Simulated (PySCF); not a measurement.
Spectrum to structure. Computed with PySCF 2.14.0, density-fitted response routines, TDDFT wB97X-D/def2-SVPD, vertical, gas phase, core orbitals frozen in the response. Geometries: GFN2-xTB, one conformer each.

```
state  λ (nm)       f
   S1   236.7  0.0028
   S2   178.3  0.0072
   S3   176.2   0.032
   S4   170.7  0.0051
   S5   165.1   0.086
   S6   160.4   0.031
   S7   154.2  0.0025
   S8   152.8   0.026
```

Triplets computed (Tamm–Dancoff): 4.51, 5.38, 6.73 eV.

Task: Which candidate is it?
A. `C=NC(=C)C#N`
B. `[H]/N=C\CCO[SiH2]N`
C. `CC(C#N)C#N`

Result: B. Its S1 lies at 5.24 eV; the nearest of the others has S1 at 4.43 eV. S1 is HOMO-1→LUMO (84%). Löwdin shares by element: HOMO nitrogen 56% or more, silicon 14%, hydrogen 13% or more (atoms not listed hold the other 17%); LUMO carbon 47%, nitrogen 32% or more (atoms not listed hold the other 21%). At the same level the other candidates give, for their lowest levels:
- `CC(C#N)C#N`: 160 nm (f 0.002); 156 nm (f 0.000); 152 nm (f 0.004); 150 nm (f 0.010); 150 nm (f 0.000); T1 6.55 eV; HOMO -11.95, LUMO 1.33 eV
- `C=NC(=C)C#N`: 280 nm (f 0.023); 207 nm (f 0.423); 202 nm (f 0.012); 182 nm (f 0.007); 180 nm (f 0.026); T1 3.21 eV; HOMO -9.61, LUMO -0.37 eV
